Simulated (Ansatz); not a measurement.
CH6AlFGeO (`[CH3][Al]([F])[O][GeH3]`). The species carries charge 0 and has multiplicity 1. Geometry: relaxed with PBE0-D4/def2-TZVP. It is one conformer, not always the lowest.

```xyz
11

C     2.233    0.986    0.272
Al    0.836   -0.251   -0.229
F     1.237   -1.648   -1.018
O    -0.785    0.026    0.101
Ge   -2.436   -0.583   -0.034
H     1.832    1.866    0.776
H     2.954    0.506    0.939
H     2.791    1.318   -0.608
H    -2.828   -0.619   -1.522
H    -3.333    0.391    0.744
H    -2.500   -1.993    0.578
```

Problem. What is the dipole moment at PBE/def2-TZVPP? (Estimate.)

Solution. Ansatz gave: 1.26 D, with components (-0.31, 1.06, 0.61) D in this frame, pointing from negative to positive charge.

Problem. And with r2SCAN, B3LYP, ωB97M-V? (An estimate is asked.)

Solution. Ansatz gave: r2SCAN 1.26 D, B3LYP 1.27 D, ωB97M-V 1.25 D.

Problem. Give the Mulliken charges with PBE, r2SCAN, ωB97M-V in def2-TZVPP. (Best estimate.)

Solution. The calculation gave: 
```
atom    PBE  r2SCAN  ωB97M-V
  C1  -0.43   -0.38    -0.52
 Al2   0.62    0.76     0.74
  F3  -0.33   -0.37    -0.36
  O4  -0.37   -0.48    -0.46
 Ge5   0.26    0.32     0.24
  H6   0.11    0.08     0.12
  H7   0.10    0.07     0.11
  H8   0.10    0.07     0.11
  H9  -0.02   -0.03     0.00
 H10  -0.02   -0.03     0.00
 H11  -0.02   -0.02     0.00
```

B3LYP here is the variant with VWN-RPA as its local correlation; programs differ in this.
